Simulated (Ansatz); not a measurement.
B2(F)4 (B₂F₄). The state is a singlet with charge 0. Geometry relaxed at r2SCAN-D4/def2-SVP.

```
atom   x (Å)   y (Å)   z (Å)
  B1  -0.789   0.156   0.304
  F2  -1.820  -0.610  -0.013
  F3  -1.033   1.176   1.109
  B4   0.789  -0.157  -0.303
  F5   1.208   0.362  -1.445
  F6   1.645  -0.927   0.348
```

(1) Estimate the harmonic wavenumbers at RKS r2SCAN-D4/def2-SVP (Ansatz, unscaled). Is this a minimum?

Answers

(1) 13i, 160, 162, 320, 538, 632, 634, 673, 1167, 1393, 1393, 1421 cm⁻¹. Yes, no mode is imaginary beyond noise. Zero-point energy 50.8 kJ/mol. Hardware: 4 threads of Arm Neoverse V1 on a shared host. Wall time 23 s.
